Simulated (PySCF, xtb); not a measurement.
CH₈O₃Si₂, SMILES [SiH2](O)[Si@H](O)OC.

GFN2-xTB in xtb 6.7.1 at its own geometry gives an orbital gap of 4.66 eV and a dipole moment of 2.54 D.

Coordinates come from a PBE0-D3(BJ)/def2-SVP optimisation. The structure was generated by enumeration; whether it is a known compound was not checked. One conformer was computed; it need not be the lowest.

**Question.** What does PBE/def2-TZVP (PySCF) give? (Estimate from the structure and the level; the computed values follow.)

**Answer.** gap 5.30 eV (levels -6.57 and -1.26 eV), dipole 1.83 D.
